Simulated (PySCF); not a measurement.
Species: C₄H₁₁FOSi₂.
Numbering: `[CH3:1][O:2][C@@H:3]1[SiH2:4][Si@H:5]([F:6])[C@H:7]1[CH3:8]`

NICS is the negative of the GIAO shielding at a point without a nucleus: at the ring centre (0) and 1 Å above and below it (1); zz is the component along the ring normal. Level: GIAO PBE0/pcSseg-1 (PySCF, non-relativistic, gas phase) on the GFN2-xTB geometry, one conformer.

Ring bond lengths (Å), with Mayer bond orders in brackets: C3–Si4 1.942 (0.85), Si4–Si5 2.320 (0.91), Si5–C7 1.933 (0.85), C7–C3 1.562 (0.93).

What do the NICS probes read (ppm)?

```tsv
ring	type	NICS(0)	NICS(1), two faces	NICS(1)zz, two faces	rms pucker (Å)	centre to ring atoms, mean (Å)
C3–Si4–Si5–C7	4-membered ring with 2 Si; formal bonds all single	1.2	0.5 / -2.6	7.7 / 2.1	0.04	1.36
```

What can be read from them?

- C3–Si4–Si5–C7: mean NICS(1)zz 4.9 ppm, deshielded. C3, Si4, Si5, C7 have four or more neighbours; no verdict on aromaticity is drawn. The two faces differ by 5.6 ppm, so no symmetry operation interchanges them.

How shielded are the nuclei of the rings and their hydrogens (means over atoms taken as equivalent)?

| atoms | environment | σ isotropic (ppm) |
| --- | --- | --- |
| C3 | sp3 carbon bound to oxygen | 106.1 |
| Si4 | SiH2 silicon | 395.6 |
| Si5 | fluorine-bound silicon | 307.3 |
| C7 | sp3 carbon bound to silicon | 141.2 |
| H on C3 | methine hydrogen | 28.57 |
| H on Si4 | Si–H hydrogen | 26.98 |
| H on Si4 | Si–H hydrogen | 27.00 |
| H on Si5 | Si–H hydrogen | 25.97 |
| H on C7 | methine hydrogen | 29.25 |

The run took 78 s of wall time (with the writing of density and orbital grids) on one thread, Arm Neoverse N1 (aarch64), no GPU, shared host with 64 logical CPUs at a one-minute load of 54, and the process peaked at 0.94 GiB of memory. This is the whole shielding run at PBE0/pcSseg-1, SCF included.

Conformer computed: `[CH3:1][O:2][C@@H:3]1[SiH2:4][Si@H:5]([F:6])[C@H:7]1[CH3:8]`: C1–O2–C3–Si4 -174°.
